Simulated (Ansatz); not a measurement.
Compare A (`CC(C)=C[SiH3]`) with its isomer B (`CC/C=C/[SiH3]`).

Computed with Ansatz on PBE0-D4/def2-TZVP structures; ΔE is electronic, products minus reactants. CCSD(T)/CBS is the MP2 limit (def2-TZVPP, def2-QZVPP) plus CCSD(T) − MP2 in def2-TZVPP, frozen cores. Functionals use def2-TZVPP. B3LYP here is the variant with VWN-RPA as its local correlation; programs differ in this. One conformer a species, not always the lowest.

(1) Which isomer does CCSD(T)/CBS put lower? Give the gap. (An estimate is asked.)

(2) Give E(B) − E(A) in kJ/mol with MP2/def2-TZVPP, PBE0-D4, B2PLYP, B3LYP, CCSD/def2-TZVPP, B3LYP-D4, r2SCAN-D4. (An estimate is asked.)

Largest T1 diagnostic: 0.011.

Results:

(1) The calculation gave: A, by 9.7 kJ/mol.

(2) Ansatz gave: MP2/def2-TZVPP 11.3, PBE0-D4 12.8, B2PLYP 8.4, B3LYP 7.1, CCSD/def2-TZVPP 8.1, B3LYP-D4 11.4, r2SCAN-D4 13.8. None reverses the order clearly.

In def2-TZVPP, CCSD(T) changes the Hartree–Fock value by +7.7 kJ/mol (the triples alone add +1.4 kJ/mol) and MP2 by +9.5 kJ/mol. The D4 term adds +4.4 kJ/mol with B3LYP and +2.3 kJ/mol with PBE0; it sums over pairs of atoms, weighted by their polarisabilities, and B3LYP, whose exchange is more repulsive, gets the larger term.
